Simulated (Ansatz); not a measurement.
Born–Oppenheimer molecular dynamics of CH$_{3}$BClO (7 atoms, charge 0, multiplicity 2). It starts at the highest image of a converged band, a first-order saddle point between two minima.

Method: Ansatz, UKS B3LYP/def2-SVP.

```json
{
  "ensemble": "NVE (velocity Verlet)",
  "time step": "0.5 fs",
  "steps asked": "200",
  "starting velocities drawn for": "300 K",
  "seed": "8049"
}
```

First frame:

```xyz
7
Properties=species:S:1:pos:R:3
C 0.033 0.789 -0.156
O -0.611 -0.153 -0.967
B 0.102 -1.030 -0.167
Cl -0.635 -2.199 0.952
H 1.017 -0.154 0.285
H -0.553 1.194 0.680
H 0.708 1.484 -0.672
```

(1) How far do the bonds stretch over the last three quarters of this one trajectory? (Pairs bonded in most of those frames.)

Results:

(1) 
```json
{"bond": "C1–O2", "mean (Å)": "1.446", "spread (Å)": "0.042", "shortest": "1.39", "longest": "1.52"}
{"bond": "C1–H5", "mean (Å)": "1.118", "spread (Å)": "0.061", "shortest": "1.02", "longest": "1.22"}
{"bond": "C1–H6", "mean (Å)": "1.108", "spread (Å)": "0.031", "shortest": "1.06", "longest": "1.16"}
{"bond": "C1–H7", "mean (Å)": "1.103", "spread (Å)": "0.018", "shortest": "1.06", "longest": "1.14"}
{"bond": "O2–B3", "mean (Å)": "1.343", "spread (Å)": "0.027", "shortest": "1.28", "longest": "1.39"}
{"bond": "B3–Cl4", "mean (Å)": "1.804", "spread (Å)": "0.024", "shortest": "1.76", "longest": "1.84"}
```

Mean temperature of the second half: 1923 K. The conserved energy stayed within 0.3 meV per atom of its start (net change 0.1 meV per atom), so the integration is sound. The kinetic energy rose, since the run started high on the potential surface and went downhill. A run of 0.1 ps of so small a system gives no equilibrium averages.

Time of the run: 3.6 min on 2 threads of Intel(R) Xeon(R) Platinum 8488C (Sapphire Rapids) (shared host), peak memory 0.22 GiB.
